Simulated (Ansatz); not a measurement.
```yaml
crystal:
  periodic: [false, false, false]
  atoms:
    - {symbol: F, position_ang: [-0.916822, 0.752012, -1.382365]}
    - {symbol: B, position_ang: [-0.174065, 0.715419, -0.349465]}
    - {symbol: B, position_ang: [0.177994, -0.718923, 0.372989]}
    - {symbol: F, position_ang: [1.249590, -1.341271, 0.082696]}
    - {symbol: H, position_ang: [0.188387, 1.740408, 0.046765]}
    - {symbol: H, position_ang: [-0.484763, -1.208989, 1.185124]}
basis:
  gaussian: {orbitals: def2-SVP, final_grid: {core_spheres: 1, valence_spheres: 1, degree: 5}}
total_charge: 1
magnetization: {spin_polarized: true, initial_magnetization: 1}
hamiltonian: {xc: {name: PBE}}
```

```sh
$ ansatz run in.yaml --threads 2 --pin off --events-out ev --progress --plain --max-ram 4352MiB
```

It prints (some lines left out):

```
Functional definition: PBE
720 factors; their error is unknown
mean field evaluation 1: about -6788.9088 eV, gradient 5.2e1 eV
mean field evaluation 2: about -6732.3144 eV, gradient 1.4e2 eV
mean field evaluation 4: about -6797.1167 eV, gradient 5.1e0 eV
mean field evaluation 8: about -6774.4891 eV, gradient 3.3e1 eV
mean field evaluation 16: about -6777.8050 eV, gradient 1.0e-1 eV
mean field evaluation 32: about -6777.8049 eV, gradient 3.0e-3 eV
mean field -6777.80489853 eV, -249.0797358598 hartree, gradient 3.4e-5 eV, S^2 0.752244; 0 other end points of the search recorded, 0 dependent functions left out
reference -6777.80500852 eV, -249.0797399020 hartree; 15, 14 occupied and 51, 52 virtual orbitals, 720 factors
Total energy: -6777.80500852 eV, -249.0797399020 hartree
```

In this input the integration grid is far too coarse. Self-consistency was reached. The result belongs to that input, not to the molecule as meant.
